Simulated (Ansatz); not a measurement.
The cluster Li₂Si₂⁺. The state is a doublet with charge 1. Geometry PBE0-D4/def2-TZVP; atoms count from 1.

```xyz
4

Li   -2.2988   -1.6899    0.6546
Li    1.1435    1.8424    0.7862
Si   -0.2767   -0.3927   -0.1318
Si    1.4320    0.2401   -1.3091
```

Another isomer (doublet) lies 0.27 eV lower at PBE0-D4/def2-TZVP; other spin states weren't run for this one.

Problem. Estimate the Mulliken populations from the PBE0/def2-TZVP orbitals of Ansatz.

Solution. 
```tsv
atom	charge (e)	spin (α − β)
Li1	0.81	-0.01
Li2	0.73	0.01
Si3	-0.48	0.59
Si4	-0.07	0.41
```
Mulliken values depend strongly on the basis.

Problem. Where does the spin sit?

Solution. Summed by element: Li 0.00, Si 1.00, of 1 unpaired in all. Largest on single atoms: Si3 0.59, Si4 0.41, Li2 0.01.

Problem. And the Mayer bond orders between heavy atoms (over 0.3)?

Solution. Si3–Si4 2.06 (2.17 Å).
